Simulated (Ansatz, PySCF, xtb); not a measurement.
Energy difference 2 R1 + R2 → P1 + 2 P2, each structure at its B3LYP-D3(BJ)/def2-TZVP stationary point, reached from a drawn start (curvature not checked).
R1, H2 (SMILES [H][H]) (charge 0, multiplicity 1):
```xyz
2

H      0.000     0.000     0.372
H      0.000     0.000    -0.372
```
P1, NH3 (SMILES N) (charge 0, multiplicity 1):
```xyz
4

N      0.000     0.000     0.279
H      0.000     0.943    -0.093
H      0.817    -0.471    -0.093
H     -0.817    -0.471    -0.093
```
P2: SiH4 (SMILES [SiH4]), charge 0, multiplicity 1.
R2, H7NSi2 (SMILES [SiH3]N[SiH3]) (charge 0, multiplicity 1, Z-matrix in Å and degrees):
```
N
H 1 1.0119
Si 1 1.7300 2 115.18
Si 1 1.7300 2 115.18 3 175.88
H 4 1.4787 1 107.46 2 171.62
H 3 1.4787 1 107.46 2 -171.62
H 4 1.4834 5 110.01 1 120.46
H 3 1.4834 6 110.01 1 -120.46
H 4 1.4851 5 108.82 7 117.19
H 3 1.4851 6 108.82 8 -117.19
```

P less R. No zero-point or thermal terms.

Run with Ansatz (Gaussian orbitals); PySCF for the D3/D4 terms; xtb for the GFN methods. Each number belongs to the level named beside it.

Problem. One of these levels gives 10.35 kcal/mol for the reaction energy. Which?
(A) revPBE/def2-TZVPP
(B) GFN2-xTB
(C) PBE-D3(BJ)/def2-TZVPP
(D) HF/cc-pV(D+d)Z

Solution. C, PBE-D3(BJ)/def2-TZVPP. The others give 2.65 (GFN2-xTB), 1.36 (HF/cc-pV(D+d)Z), 7.03 (revPBE/def2-TZVPP)

Ansatz is a program for electronic structure.
